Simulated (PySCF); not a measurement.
Geometry:
```
atom   x (Å)   y (Å)   z (Å)
  O1   2.624   0.014  -1.055
  C2   2.471  -0.553  -0.014
  O3   1.371  -0.625   0.710
  C4   0.168   0.001   0.235
  C5   0.388   1.512   0.136
  F6  -0.771   2.118  -0.225
  F7   0.726   2.035   1.339
  C8  -1.009  -0.328   1.164
 Si9  -2.136  -0.635  -0.353
 C10  -0.372  -0.547  -1.096
 H11   3.263  -1.121   0.505
 H12   1.162   1.793  -0.590
 H13  -1.240   0.469   1.866
 H14  -0.779  -1.221   1.740
 H15  -2.767  -1.951  -0.409
 H16  -3.009   0.470  -0.717
 H17   0.065  -1.522  -1.303
 H18  -0.163   0.095  -1.947
```

Calculated, not measured (PySCF 2.14): geometry from GFN2-xTB, NMR shieldings at PBE0/pcSseg-1/GIAO. No relativistic terms, equivalent nuclei averaged, one computed conformer, in vacuum.

Shifts are taken against calculated references (same method and geometry level): ¹³C (186.93 ppm) and ¹H (31.72 ppm) and ²⁹Si (349.16 ppm) against TMS; H2O for ¹⁷O (336.08 ppm); CFCl3 for ¹⁹F (170.95 ppm).

```csv
atoms,nucleus,count,δ (ppm)
H12,¹H,1,?
C5,¹³C,1,?
Si9,²⁹Si,1,-54.9
H14/H17,¹H,2,1.83
F6/F7,¹⁹F,2,-151.8
C2,¹³C,1,165.3
H13/H18,¹H,2,2.27
O1,¹⁷O,1,454.2
H15,¹H,1,?
H11,¹H,1,7.94
C4,¹³C,1,82.9
H16,¹H,1,?
O3,¹⁷O,1,256.2
C8/C10,¹³C,2,20.6
```

Problem. Estimate the values marked ?.

Solution. 
- C5: 119.3 ppm, sp3 CH bonded to 2 F; 2 electronegative neighbours deshield it
- H12: 7.23 ppm, hydrogen on an sp3 CH bonded to 2 F; its carbon carries F, which withdraws density
- H15: 4.63 ppm, hydrogen on a silicon bonded to 2 C, in a 4-membered ring
- H16: 4.44 ppm, hydrogen on a silicon bonded to 2 C, in a 4-membered ring

Shifts are as computed. Against solution values, carbons near 30 ppm lie about +3 ppm off and those near 130 ppm about +5 ppm. Of 1309 compounds with measured shifts, 239 miss one by over three times the rms of a fit or turn the order of signals round; such compounds aren't used in these exercises. Unscaled 19F shifts against computed CFCl3 carry errors that often reach 10 to 50 ppm. Unscaled 17O shifts of doubly bonded oxygen tend to come out too high, by tens of ppm or more. Experimental scales use liquid or dissolved standards, which lie at an offset from isolated H2O (liquid H2O: subtract about 36 ppm).
